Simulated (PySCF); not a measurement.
Compound: C₃H₉BBrP.
SMILES with atom numbers: `[PH3+:1][B@H-:2]([Br:3])[CH:4]1[CH2:5][CH2:6]1` (hydrogens: H7, H8, H9 on P1; H10 on B2; H11 on C4; H12, H13 on C5; H14, H15 on C6)

Computed by this run: PBE0-D3(BJ)/def2-SVP geometry optimisation, gas phase in PySCF; density fitting, grid level 1; the optimiser is geomeTRIC in internal coordinates, started from a GFN2-xTB structure.

At the end of the run (lengths in Å): P1–H7 1.413, P1–H8 1.414, B2–H10 1.216, P1–B2 1.977, B2–Br3 2.038, P1–H9 1.421, C6–H14 1.094, P1–B2–Br3 98.8°, P1–B2–C4 107.2°, B2–C4–C5 123.1°, B2–C4–C6 121.6°, P1–B2–C4–C5 71°, B2–C4–C5–C6 110°, B2–C4–C6–C5 -112°, H11–C4–B2–P1 -75°.

Task: These geometries were met on the way; a selection of coordinates is given. Order them by energy above the end point, lowest first.
A. P1–H7 1.413, P1–H8 1.413, B2–H10 1.216, P1–B2 1.978, B2–Br3 2.038, P1–H9 1.421, C6–H14 1.094, P1–B2–Br3 98.5°, P1–B2–C4 107.2°, B2–C4–C5 123.1°, B2–C4–C6 121.6°, P1–B2–C4–C5 71°, B2–C4–C5–C6 110°, B2–C4–C6–C5 -112°, H11–C4–B2–P1 -75°
B. P1–H7 1.377, P1–H8 1.380, B2–H10 1.186, P1–B2 1.948, B2–Br3 2.015, P1–H9 1.398, C6–H14 1.080, P1–B2–Br3 91.9°, P1–B2–C4 108.8°, B2–C4–C5 121.9°, B2–C4–C6 122.5°, P1–B2–C4–C5 60°, B2–C4–C5–C6 112°, B2–C4–C6–C5 -111°, H11–C4–B2–P1 -84°
C. P1–H7 1.417, P1–H8 1.418, B2–H10 1.217, P1–B2 1.993, B2–Br3 2.059, P1–H9 1.422, C6–H14 1.095, P1–B2–Br3 98.1°, P1–B2–C4 107.4°, B2–C4–C5 123.3°, B2–C4–C6 121.4°, P1–B2–C4–C5 68°, B2–C4–C5–C6 110°, B2–C4–C6–C5 -113°, H11–C4–B2–P1 -78°

Result: A (0.000 eV), C (0.013 eV), B (0.165 eV).

```csv
step,E above end (eV),"rms distance from the end, all atoms (Å)",largest force (eV/Å),rms shift of all bonds from the end (Å)
4,0.000,0.006,0.037,0.000
1,0.013,0.057,0.278,0.007
0,0.165,0.154,0.899,0.020
```

Rows stand in the order of the answer.
